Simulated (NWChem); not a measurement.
System: AsH, triplet; SMILES [AsH]

NWChem input:

```
start job
memory heap 200 mb stack 900 mb global 1100 mb
geometry units angstroms noautoz
  As     0.000000     0.000000    -0.052841
  H      0.000000     0.000000     1.478241
end
basis spherical
  * library def2-svp
end
dft
  odft
  mult 3
  xc xpbe96 cpbe96
  iterations 150
  mulliken
end
task dft energy
```

The geometry was optimised at PBE0-D3(BJ)/def2-TZVP, spin-unrestricted. No stability test was run on the SCF state.

Q: What results follow from this input? (PBE/def2-SVP, spin-unrestricted.) Quantities: energy (Ha); highest occupied level (eV); lowest empty minus highest occupied level, either spin (eV); dipole (D); <S²>.

A: 
```
Quantity                                                       Result
-----------------------------------------------------------  --------
energy (Ha)                                                  -2235.80
highest occupied level (eV)                                     -5.70
lowest empty minus highest occupied level, either spin (eV)      2.00
dipole (D)                                                       0.28
<S²>                                                             2.00
```
